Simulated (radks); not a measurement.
C0.75+, configuration [He] 2s1.25 2p2 (fractional occupations, a model configuration). All-electron calculation, Dirac Kohn-Sham, LDA (Slater exchange, Perdew-Wang correlation), spin-unpolarised, spherical densities, finite nucleus; open shells fill j = l - 1/2 first; Fermi nuclear charge, rms radius 2.4702 fm. Program: a radial shooting solver on a logarithmic mesh with Libxc functionals.

Unscreened Slater integrals over Kohn-Sham orbitals (eV). Large and small components are both included. Empty in this configuration: 2p3/2.

F0(2p1/2,2p1/2): 16.059
F0(2p1/2,2s1/2): 16.218
G1(2p1/2,2s1/2): 9.9652
F0(2p1/2,1s1/2): 22.952
G1(2p1/2,1s1/2): 2.3329
F0(2p1/2,2p3/2): 16.054
G2(2p1/2,2p3/2): 7.2975
F0(2s1/2,2s1/2): 16.478
F0(2s1/2,1s1/2): 23.331
G0(2s1/2,1s1/2): 1.7180
F0(2s1/2,2p3/2): 16.213
G1(2s1/2,2p3/2): 9.9637
F0(1s1/2,1s1/2): 94.281
F0(1s1/2,2p3/2): 22.935
G1(1s1/2,2p3/2): 2.3297
F0(2p3/2,2p3/2): 16.049
F2(2p3/2,2p3/2): 7.2966
